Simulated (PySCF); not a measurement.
C₃H₉S, SMILES C[S+](C)C, charge +1.

The structure is a stationary point at B3LYP-D3(BJ)/def2-SVP.

Two levels are set side by side: TDDFT-PBE/def2-SVPD (PySCF) and TDDFT-PBE0/def2-SVPD (PySCF). Vertical, same geometry. The lowest singlet is HOMO→LUMO 95 % with PBE and HOMO→LUMO 95 % with the other functional; states are paired by order. Differences are taken from unrounded values.

```csv
quantity,TDDFT-PBE0
lowest singlet excitation (eV),8.20
lowest triplet excitation (TDA) (eV),6.94
first bright state (f over 0.05) (eV),8.20
its oscillator strength,0.06
```

Question: What does TDDFT-PBE give, and how far is it from TDDFT-PBE0? (An estimate is asked for; the answer gives what the named calculation found.)

Answer: 
| quantity | TDDFT-PBE | TDDFT-PBE minus TDDFT-PBE0 |
|---|---|---|
| lowest singlet excitation (eV) | 7.82 | -0.38 |
| lowest triplet excitation (TDA) (eV) | 6.73 | -0.21 |
| first bright state (f over 0.05) (eV) | 7.82 | -0.38 |
| its oscillator strength | 0.05 | -0.01 |

A lower first singlet is the usual sign of a functional without exact exchange. Differences between two approximate levels are no errors against the true value.

Rough cost on one machine, each run with all the roots and properties that it gave: TDDFT-PBE0 against TDDFT-PBE about 3 times.
